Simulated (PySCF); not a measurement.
**Ag²⁺: excitation energy**

Ag²⁺ [Kr] 4d9 (2D) → Ag²⁺ [Kr] 4d8 5s1 (4F), as a difference of total energies. Calculation: PySCF 2.14, in aug-cc-pVTZ-PP with one added diffuse shell each of s, p, d, f, g type with ECP28MDF (7s7p6d4f3g, 113 functions); a scalar-relativistic core potential. Correlated levels: valence: 4s2 4p6 frozen. The calculations carry no spin-orbit coupling.

| method | excitation energy (cm⁻¹) |
| --- | --- |
| UHF | 58358 |
| LDA | 59802 |
| PBE | 59115 |
| PBE0 | 60693 |
| r2SCAN | 57912 |
| revPBE | 59406 |
| wB97M-V | 63526 |
| PBEsol | 59369 |
| MP2 (valence) | 65189 |
| SCS-MP2 (valence) | 66419 |
